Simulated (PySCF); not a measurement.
Computed shifts of a molecule CH₇NOSi, HF/pcSseg-1 (PySCF), GIAO, gas phase, atoms alike by connectivity averaged where their shifts nearly agree, in ppm (number of nuclei): ²⁹Si: -33.2 (1). ¹⁵N: 19.6 (1). ¹³C: 48.1 (1). ¹H: 4.31 (2), 3.67 (3), 1.37 (2). References: ²⁹Si against TMS (σ = 393.8 ppm); ¹⁵N against NH3 (σ = 267.3 ppm); ¹⁷O against H2O (σ = 333.0 ppm); ¹³C against TMS (σ = 192.6 ppm); ¹H against TMS (σ = 31.99 ppm), references at their B3LYP-D3(BJ)/def2-TZVP geometries, non-relativistic. Geometry: B3LYP-D3(BJ)/def2-SVP. One conformer was computed; it need not be the lowest.

**Question.** Which molecule gave these data?
(A) C[Si@H](N)O
(B) CO[SiH2]N
(C) NC[SiH2]O
(D) CN[SiH2]O

**Answer.** B, CO[SiH2]N
